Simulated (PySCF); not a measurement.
Ga(H)(F)(vinyl) (C2H4FGa), SMILES C=[CH][GaH][F]. Atoms are numbered in the order given.

```xyz
8

Ga     0.3093    -0.4003     0.0000
H      1.8492    -0.6674     0.0000
F     -0.6951    -1.8542     0.0000
C     -0.6572     1.2894     0.0000
C     -0.0067     2.4636     0.0000
H     -1.7541     1.2936     0.0000
H     -0.5325     3.4268     0.0000
H      1.0886     2.5254     0.0000
```
Charge 0, spin multiplicity 1.

Geometry optimised at B3LYP-D3(BJ)/def2-SVP. The structure was generated by enumeration; whether it is a known compound was not checked. The values are those of a single conformer.

All values below come from TDDFT-CAM-B3LYP/def2-SVPD run with PySCF.

Vertical excitations. Isolated molecule, no solvent. State labels are in the subgroup Cs.

| state | symmetry | energy (eV) | λ (nm) | f | main pairs |
|---|---|---|---|---|---|
| S1 | A" | 5.35 | 232 | 0.000 | HOMO−1→LUMO 98 % |
| S2 | A' | 6.27 | 198 | 0.214 | HOMO→LUMO 98 % |
| S3 | A" | 7.02 | 177 | 0.014 | HOMO−1→LUMO+2 63 %, HOMO−2→LUMO 31 % |
| S4 | A" | 7.56 | 164 | 0.028 | HOMO→LUMO+1 54 %, HOMO−2→LUMO 16 %, HOMO→LUMO+4 15 %, HOMO−1→LUMO+2 9 % |
| S5 | A" | 7.65 | 162 | 0.049 | HOMO−2→LUMO 50 %, HOMO→LUMO+1 21 %, HOMO−1→LUMO+2 19 % |
| S6 | A' | 7.68 | 161 | 0.166 | HOMO−1→LUMO+1 57 %, HOMO−1→LUMO+3 19 %, HOMO→LUMO+2 16 % |
| S7 | A" | 7.92 | 156 | 0.006 | HOMO→LUMO+3 85 % |
| S8 | A' | 7.96 | 156 | 0.106 | HOMO−1→LUMO+3 38 %, HOMO→LUMO+2 35 %, HOMO−1→LUMO+4 18 % |
| S9 | A" | 7.98 | 155 | 0.013 | HOMO−4→LUMO 88 % |
| S10 | A' | 8.17 | 152 | 0.025 | HOMO−1→LUMO+1 37 %, HOMO→LUMO+2 29 %, HOMO−1→LUMO+3 29 % |
| T1 | A' | 4.03 | 308 | 0 | HOMO→LUMO 71 %, HOMO→LUMO+2 24 % |
| T2 | A" | 4.92 | 252 | 0 | HOMO−1→LUMO 95 % |
| T3 | A" | 6.43 | 193 | 0 | HOMO−1→LUMO+2 48 %, HOMO−2→LUMO 45 % |
| T4 | A' | 6.63 | 187 | 0 | HOMO−1→LUMO+1 36 %, HOMO→LUMO+2 22 %, HOMO−1→LUMO+4 16 %, HOMO→LUMO 10 % |
Triplets are in the Tamm–Dancoff approximation, which puts them higher than full response would, so one can lie above its singlet here.
